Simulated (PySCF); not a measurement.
A run for PySCF: R-HF/3-21G on BH4NO2 (SMILES NB(O)O), a point of a torsion scan.

```python
from pyscf import gto, scf, dft, mp
from pyscf.data.elements import chemcore

mol = gto.M(
    atom='''
    N     1.13001349   -0.28568846    0.30403935
    B    -0.25490667   -0.04804058    0.01463971
    O    -0.76234876    0.02795109   -1.25714744
    O    -1.09061303    0.22435687    1.04657195
    H     1.63126339    0.40168027    0.83703786
    H     1.71035119   -0.57886524   -0.46853277
    H    -0.15506678   -0.17010931   -1.96710574
    H    -1.98867336    0.38975900    0.76079348
    ''',
    basis='3-21g',
    charge=0, spin=0, verbose=3, max_memory=1800)
mf = scf.RHF(mol)
mf.conv_tol = 1e-8
mf.max_cycle = 100
mf.kernel()
if not mf.converged:
    mf = mf.newton().run(mf.mo_coeff, mf.mo_occ)
```

Output:

```
converged SCF energy = -230.058631228945
```

Self-consistency was reached.

Cost: around 0.3 core-seconds (rough).
